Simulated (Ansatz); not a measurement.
C$_{2}$H$_{6}$BrInO, singlet, geometry from GFN2-xTB (such geometries of metal compounds can be far from the true shape) (all electrons, no relativity); SC-NEVPT2/STO-3G, CASSCF(2,4) (Ansatz, an electronic-structure program).

Ansatz was given this input:
Ansatz 0.2 input:
```yaml
crystal:
  periodic: [false, false, false]
  atoms:
    - {symbol: In, position_ang: [-0.29021216, 0.02483567, -0.26929961]}
    - {symbol: Br, position_ang: [1.38384285, 0.35380876, 1.53974961]}
    - {symbol: C, position_ang: [-0.70694450, -1.80525948, -1.54941695]}
    - {symbol: C, position_ang: [-1.79435161, -1.52334632, -2.55921087]}
    - {symbol: H, position_ang: [-0.98172578, -2.59282280, -0.85123883]}
    - {symbol: H, position_ang: [0.24212229, -2.05538275, -2.01808619]}
    - {symbol: H, position_ang: [-1.50622532, -0.71565201, -3.23465052]}
    - {symbol: H, position_ang: [-2.72906193, -1.24900861, -2.06653197]}
    - {symbol: H, position_ang: [-1.97970142, -2.41562287, -3.16020100]}
    - {symbol: O, position_ang: [-1.28399899, 1.70285345, -0.45158578]}
    - {symbol: H, position_ang: [-1.97974269, 1.77704161, -1.10039389]}
basis:
  gaussian:
    orbitals: STO-3G
magnetization: {spin_polarized: false}
correlation: {method: sc_nevpt2, electrons: all, active_space: {window: {electrons: 2, orbitals: 4}}}
```

Write the output that Ansatz gives for this input, abridged.


```
Functional definition: HF
843 factors; integrals over basis functions are off by at most 8.1e-5 eV
mean field evaluation 1: about -228022.1274 eV, gradient 2.6e1 eV
mean field evaluation 2: about -228022.2726 eV, gradient 2.6e1 eV
mean field evaluation 4: about -228025.4701 eV, gradient 2.1e0 eV
mean field evaluation 8: about -228025.4970 eV, gradient 2.5e-4 eV
mean field -228025.49696908 eV, -8379.7824523806 hartree, gradient 3.0e-6 eV, S^2 0.000000; 0 other end points of the search recorded, 0 dependent functions left out
reference -228025.49696908 eV, -8379.7824523806 hartree; 55, 55 occupied and 11, 11 virtual orbitals, 843 factors
state -228025.95951577 eV, -8379.7994506577 hartree
state -228025.95951577 eV, -8379.7994506577 hartree; corrected -228030.35846291 eV, -8379.9611089834 hartree
Total energy: -228030.35846291 eV, -8379.9611089834 hartree
```
